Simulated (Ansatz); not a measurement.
A nudged elastic band was laid between two geometries of C2H5OSi (9 atoms, charge 1, multiplicity 1).

All numbers below come from Ansatz 0.2.0, RKS revPBE-D4/6-31G*.

```yaml
movable_images: 5
climbing_image: yes
spring: 5.0 eV/Å²
optimiser: quadratic models (default)
start_path: IDPP
force_threshold: 0.05 eV/Å
iteration_limit: 60
end_points: relaxed
```

Image 0:

```xyz
9
Properties=species:S:1:pos:R:3
C -0.582 1.397 0.135
O 0.326 0.271 0.482
C 0.456 -0.753 -0.282
Si 1.717 -2.174 0.050
H -1.322 1.438 0.946
H 0.053 2.293 0.136
H -1.046 1.213 -0.845
H -0.118 -0.738 -1.238
H 0.516 -2.948 0.615
```

Image 6:

```xyz
9
Properties=species:S:1:pos:R:3
C -0.644 1.365 0.168
O 0.051 0.132 0.628
C 0.157 -0.903 -0.124
Si 0.939 -2.566 0.464
H -1.395 1.579 0.941
H 0.127 2.147 0.142
H -1.097 1.190 -0.819
H -0.338 -0.849 -1.121
H 2.200 -2.093 -0.279
```

(1) Which bonds break or form, and what moves?

(2) What energy profile does the band end with?

(3) What is the geometry of the highest image?

(4) What are the harmonic wavenumbers there?

Results:

(1) No bond is made or broken. The dihedral H8–C3–Si4–H9 goes from -87 to 87°. The two ends are copies of one structure, up to a mirror image or an exchange of like atoms.

(2) It converged. The highest image is number 3 of 0 to 6, 0.48 eV above the ends, which have the same energy within 2 meV. A vibrational analysis at the climbing image gives one clearly imaginary mode, 495i cm⁻¹: a first-order saddle point.

```csv
image,path coordinate (Å),energy (eV),dihedral H8–C3–Si4–H9 (°)
0,0.00,0.00,-87
1,0.60,0.04,-77
2,1.19,0.26,-44
3,1.79,0.48,0
4,2.40,0.26,45
5,3.02,0.03,78
6,3.63,0.00,87
```

(3) 
```xyz
9
Properties=species:S:1:pos:R:3
C -0.482 1.518 0.046
O 0.356 0.357 0.466
C 0.235 -0.803 -0.043
Si 1.519 -2.260 0.707
H -0.982 1.852 0.966
H 0.236 2.273 -0.302
H -1.188 1.205 -0.736
H -0.542 -0.908 -0.833
H 0.848 -3.234 -0.271
```

(4) 495i, 160, 167, 197, 341, 614, 769, 785, 848, 1133, 1140, 1352, 1382, 1429, 1459, 1530, 2054, 2961, 3022, 3144, 3147 cm⁻¹.

Time of the run: 33 s on 1 thread of AMD EPYC 9R45 96-Core Processor (Zen 5), on a shared host, peak memory 0.15 GiB.
